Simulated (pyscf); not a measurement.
H₂N–AlH–NH₂, singlet

Gas-phase minimum from PySCF at ωB97X-D3(BJ)/def2-SVP, one conformer. 

```xyz
8

N      0.1925     0.5828    -2.3431
Al    -1.2950     0.7550    -1.3859
N     -1.2219     1.2658     0.3148
H      1.1403     0.7479    -2.0220
H      0.2082     0.2951    -3.3158
H     -2.6973     0.4508    -2.0539
H     -0.3856     1.4867     0.8443
H     -2.0386     1.3802     0.9056
```

Bond lengths (Å): N1–Al2 1.777, N1–H4 1.014, N1–H5 1.014, Al2–N3 1.777, Al2–H6 1.583, N3–H7 1.014, N3–H8 1.014. Bond angles (°): Al2–N1–H4 126.6, Al2–N1–H5 123.8, H4–N1–H5 109.6, N1–Al2–N3 120.6, N1–Al2–H6 119.7, N3–Al2–H6 119.7, Al2–N3–H7 126.6, Al2–N3–H8 123.8, H7–N3–H8 109.6.

Properties at ωB97X-D3(BJ)/def2-SVP:

| Item | Value |
|---|---|
| Harmonic wavenumbers, unscaled | 204, 260, 349, 389, 421, 509, 541, 679, 730, 783, 899, 1537, 1544, 1972, 3626, 3627, 3713, 3713 cm⁻¹ |
| Zero-point energy | 36.4 kcal/mol |
| Rotational symmetry number | 2 |
| Entropy of this conformer at 298 K and 1 atm, rigid rotor and harmonic oscillator, modes under 100 cm⁻¹ raised to 100 | 290.2 J/(mol K) |
| Dipole moment | 1.37 D |

Single-point totals, which compare only within one level (frozen core for MP2 and CC):

```tsv
level	total energy (hartree)
ωB97X-D3(BJ)/def2-TZVP	-355.13403
PBE/def2-TZVP	-354.78946
r²SCAN/def2-TZVP	-354.97841
B3LYP-D3(BJ)/def2-TZVP	-355.10678
PBE0-D3(BJ)/def2-TZVP	-354.82454
M06-2X/def2-TZVP	-355.00032
ωB97M-D3(BJ)/def2-TZVP	-355.13913
HF/def2-TZVPP	-353.86190
MP2/def2-TZVPP	-354.37929
CCSD/def2-TZVPP	-354.40453
CCSD(T)/def2-TZVPP	-354.42375
```

The CCSD(T) − MP2 part came from Ansatz, without density fitting, on the same reference.
